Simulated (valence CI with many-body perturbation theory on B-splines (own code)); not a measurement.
# E1 line list for Pd33+

Method: relativistic CI+MBPT: three valence electrons over a frozen Dirac-Fock core [Ne], radial functions for each j: 11 s, 11 p, 9 d, 7 f, 5 g, 2 h, 1 i, with the one-electron correlation potential Σ1 (screened to all orders), the two-electron term Σ2, the three-electron term Σ3, Breit, model QED; selected single and double excitations, second order for the rest (own B-spline code, finite nucleus).

No measured spectrum was set against this ion. As an estimate, large intervals hold to a few tenths of a per cent, small ones and those within an open d or f shell to about a per cent.

Lines 1 to 50 of 282 in falling wavelength, among levels below 30.222 Ry, chosen from the strongest by gf and those to the six lowest levels. Wavelengths and rates use the calculated energies. Electric multipoles are in the length gauge, E1 and E2 with the static RPA response of the core. Weak lines are less certain than strong ones. Lines between different terms over intervals too small for the method are left out, as are lines whose strength nearly cancels. The highest levels of a list are the least certain.

Levels are named by their leading jj configuration (3d3/2^4 stands for four electrons in 3d with j = 3/2), which in mixed levels can hold well under half, so a name can repeat and another be missing. Letters in brackets count levels of one name in rising energy.

| λ vac (nm) | Upper | Lower | A (s⁻¹) | log gf | Branch % |
| --- | --- | --- | --- | --- | --- |
| 31.65 | (3s 3p1/2^2) J=1/2 | (3s^2 3p3/2) J=3/2 | 4.24e+07 | -2.90 | 0.9 |
| 19.36 | (3p1/2 3p3/2 3d5/2) J=7/2 [b] | (3s 3p3/2 3d5/2) J=5/2 [b] | 2.33e+09 | -0.98 | 2.8 |
| 18.86 | (3p1/2 3p3/2 3d5/2) J=9/2 | (3s 3p3/2 3d5/2) J=7/2 [b] | 1.86e+09 | -1.00 | 3.2 |
| 18.77 | (3s 3p1/2 3p3/2) J=3/2 [a] | (3s^2 3p3/2) J=3/2 | 3.60e+08 | -2.12 | 73.5 |
| 16.66 | (3s 3p1/2 3p3/2) J=5/2 | (3s^2 3p3/2) J=3/2 | 2.73e+09 | -1.17 | 100.0 |
| 16.47 | (3p1/2 3p3/2 3d5/2) J=7/2 [b] | (3s 3p3/2 3d5/2) J=7/2 [b] | 2.45e+09 | -1.10 | 2.9 |
| 16.43 | (3p1/2 3p3/2 3d5/2) J=3/2 [b] | (3s 3p3/2 3d5/2) J=3/2 [b] | 4.40e+09 | -1.15 | 3.2 |
| 16.42 | (3p1/2 3p3/2 3d5/2) J=9/2 | (3s 3p3/2 3d5/2) J=7/2 [a] | 5.43e+09 | -0.66 | 9.2 |
| 15.88 | (3s 3p1/2^2) J=1/2 | (3s^2 3p1/2) J=1/2 | 4.78e+09 | -1.44 | 99.1 |
| 15.70 | (3p1/2 3p3/2 3d3/2) J=5/2 | (3s 3p3/2 3d3/2) J=5/2 [a] | 3.92e+09 | -1.06 | 7.3 |
| 15.18 | (3p1/2 3p3/2^2) J=1/2 | (3s 3p3/2^2) J=1/2 | 1.18e+10 | -1.09 | 10.3 |
| 15.10 | (3p1/2^2 3d3/2) J=3/2 | (3s 3p1/2 3d3/2) J=1/2 | 7.08e+09 | -1.01 | 11.6 |
| 15.09 | (3p1/2^2 3d3/2) J=3/2 | (3s 3p1/2 3d3/2) J=3/2 [b] | 5.79e+09 | -1.10 | 9.5 |
| 15.02 | (3p1/2^2 3p3/2) J=3/2 | (3s 3p1/2 3p3/2) J=3/2 [b] | 3.88e+09 | -1.28 | 6.5 |
| 14.87 | (3p1/2 3p3/2 3d3/2) J=3/2 [a] | (3s 3p3/2 3d3/2) J=3/2 [a] | 7.47e+09 | -1.00 | 6.7 |
| 14.78 | (3p1/2 3p3/2 3d3/2) J=7/2 | (3s 3p3/2 3d3/2) J=7/2 | 5.20e+09 | -0.87 | 8.4 |
| 14.65 | (3p1/2 3p3/2 3d3/2) J=7/2 | (3s 3p3/2 3d3/2) J=5/2 [a] | 3.23e+09 | -1.08 | 5.2 |
| 14.65 | (3p1/2 3p3/2 3d5/2) J=5/2 [c] | (3s 3p3/2 3d5/2) J=7/2 [b] | 6.37e+09 | -0.91 | 3.1 |
| 14.64 | (3p1/2 3p3/2 3d3/2) J=1/2 [a] | (3s 3p3/2 3d3/2) J=1/2 [a] | 1.15e+10 | -1.13 | 10.0 |
| 14.56 | (3p1/2 3p3/2 3d5/2) J=3/2 [a] | (3s 3p3/2 3d5/2) J=5/2 [a] | 1.03e+10 | -0.88 | 7.3 |
| 14.50 | (3p1/2 3p3/2 3d5/2) J=3/2 [b] | (3s 3p3/2 3d3/2) J=1/2 [b] | 6.20e+09 | -1.11 | 4.5 |
| 14.50 | (3p1/2 3p3/2 3d5/2) J=5/2 [a] | (3s 3p3/2 3d5/2) J=5/2 [a] | 4.24e+09 | -1.10 | 2.7 |
| 14.22 | (3s 3p1/2 3p3/2) J=3/2 [b] | (3s^2 3p3/2) J=3/2 | 2.82e+09 | -1.47 | 7.5 |
| 13.87 | (3p1/2 3p3/2^2) J=3/2 | (3s 3p3/2^2) J=5/2 | 9.63e+09 | -0.95 | 8.2 |
| 13.86 | (3p1/2 3p3/2 3d5/2) J=5/2 [a] | (3s 3p3/2 3d5/2) J=3/2 [a] | 5.68e+09 | -1.01 | 3.7 |
| 13.76 | (3p1/2 3p3/2 3d5/2) J=5/2 [b] | (3s 3p3/2 3d5/2) J=5/2 [a] | 6.39e+09 | -0.96 | 3.8 |
| 13.62 | (3p1/2 3p3/2 3d3/2) J=5/2 | (3s 3p1/2 3d5/2) J=5/2 [c] | 4.94e+09 | -1.08 | 9.2 |
| 13.49 | (3p1/2^2 3d5/2) J=5/2 | (3s 3p1/2 3d5/2) J=5/2 [b] | 1.19e+10 | -0.71 | 17.1 |
| 13.21 | (3p1/2 3p3/2 3d5/2) J=7/2 [a] | (3s 3p3/2 3d5/2) J=9/2 | 1.95e+10 | -0.39 | 22.9 |
| 13.19 | (3p1/2 3p3/2 3d5/2) J=5/2 [b] | (3s 3p3/2 3d5/2) J=3/2 [a] | 5.53e+09 | -1.06 | 3.3 |
| 13.14 | (3p1/2 3p3/2 3d5/2) J=5/2 [c] | (3s 3p3/2 3d5/2) J=7/2 [a] | 7.01e+09 | -0.96 | 3.4 |
| 13.10 | (3p1/2^2 3d5/2) J=5/2 | (3s 3p1/2 3d3/2) J=3/2 [b] | 8.70e+09 | -0.87 | 12.6 |
| 13.08 | (3p1/2 3p3/2 3d5/2) J=9/2 | (3s 3p3/2 3d3/2) J=7/2 | 3.83e+09 | -1.01 | 6.5 |
| 13.05 | (3p1/2^2 3d5/2) J=5/2 | (3s 3p1/2 3d5/2) J=7/2 | 2.51e+10 | -0.41 | 36.3 |
| 13.01 | (3p1/2^2 3p3/2) J=3/2 | (3s 3p1/2 3p3/2) J=5/2 | 2.34e+10 | -0.62 | 39.0 |
| 12.99 | (3s 3p1/2 3d5/2) J=5/2 [b] | (3s 3p3/2^2) J=5/2 | 7.37e+09 | -0.95 | 8.6 |
| 12.97 | (3s 3p1/2 3d3/2) J=3/2 [a] | (3s 3p1/2 3p3/2) J=3/2 [b] | 3.00e+09 | -1.52 | 20.0 |
| 12.97 | (3p1/2 3p3/2 3d5/2) J=5/2 [a] | (3s 3p3/2 3d3/2) J=7/2 | 1.22e+10 | -0.74 | 7.9 |
| 12.92 | (3s 3p1/2 3p3/2) J=1/2 | (3s^2 3p3/2) J=3/2 | 6.86e+09 | -1.46 | 4.3 |
| 12.79 | (3p1/2^2 3d3/2) J=3/2 | (3s 3p1/2 3d3/2) J=5/2 | 2.61e+10 | -0.59 | 42.8 |
| 12.77 | (3p3/2^2 3d3/2) J=7/2 | (3s 3p3/2 3d5/2) J=5/2 [b] | 6.85e+09 | -0.87 | 3.5 |
| 12.65 | (3p1/2^2 3d5/2) J=5/2 | (3p1/2 3p3/2^2) J=3/2 | 6.01e+09 | -1.06 | 8.7 |
| 12.57 | (3p3/2^2 3d5/2) J=9/2 | (3s 3p3/2 3d5/2) J=7/2 [b] | 6.99e+09 | -0.78 | 6.7 |
| 12.56 | (3p1/2 3p3/2 3d5/2) J=9/2 | (3s 3p3/2 3d5/2) J=9/2 | 1.90e+10 | -0.35 | 32.1 |
| 12.44 | (3s 3p1/2 3d3/2) J=5/2 | (3s 3p1/2 3p3/2) J=3/2 [b] | 1.01e+07 | -3.85 | 0.3 |
| 12.38 | (3p1/2 3p3/2 3d5/2) J=5/2 [b] | (3s 3p3/2 3d3/2) J=7/2 | 1.22e+10 | -0.77 | 7.3 |
| 12.33 | (3p1/2 3p3/2 3d3/2) J=3/2 [b] | (3s 3p3/2 3d3/2) J=5/2 [a] | 1.68e+10 | -0.81 | 8.0 |
| 12.27 | (3p1/2^2 3d3/2) J=3/2 | (3s 3p1/2 3d3/2) J=3/2 [a] | 1.32e+10 | -0.92 | 21.6 |
| 12.17 | (3p1/2 3p3/2 3d3/2) J=1/2 [b] | (3s 3p3/2 3d3/2) J=3/2 [a] | 1.64e+10 | -1.14 | 7.6 |
| 11.96 | (3p1/2^2 3p3/2) J=3/2 | (3s 3p1/2 3p3/2) J=3/2 [a] | 7.47e+09 | -1.19 | 12.4 |
